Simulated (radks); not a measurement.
B+, configuration [He] 2s2. All-electron calculation, non-relativistic Kohn-Sham, exchange-only LDA, spin-polarised, spherical densities, point nucleus. Program: a radial shooting solver on a logarithmic mesh with Libxc functionals.

Radial electron density D(r) = 4 pi r^2 rho(r):

| r (bohr) | D(r) (e/bohr) |
|---|---|
| 0.01239 | 0.1218 |
| 0.01513 | 0.1768 |
| 0.01863 | 0.2588 |
| 0.02275 | 0.3705 |
| 0.02801 | 0.5330 |
| 0.03421 | 0.7475 |
| 0.04212 | 1.047 |
| 0.05145 | 1.425 |
| 0.06335 | 1.920 |
| 0.07737 | 2.494 |
| 0.09526 | 3.170 |
| 0.1164 | 3.848 |
| 0.1433 | 4.490 |
| 0.175 | 4.929 |
| 0.2154 | 5.069 |
| 0.2631 | 4.803 |
| 0.324 | 4.103 |
| 0.3957 | 3.141 |
| 0.4872 | 2.085 |
| 0.595 | 1.281 |
| 0.7326 | 0.8510 |
| 0.902 | 0.8308 |
| 1.102 | 1.021 |
| 1.356 | 1.185 |
| 1.657 | 1.140 |
| 2.04 | 0.8702 |
| 2.491 | 0.5237 |
| 3.068 | 0.2298 |
| 3.747 | 0.07472 |
| 4.613 | 0.01547 |
| 5.634 | 0.002141 |

D(r) has 2 maxima, at r = 0.209, 1.45 bohr, and minima at 0.819 bohr, inside which lie 2.06 electrons.
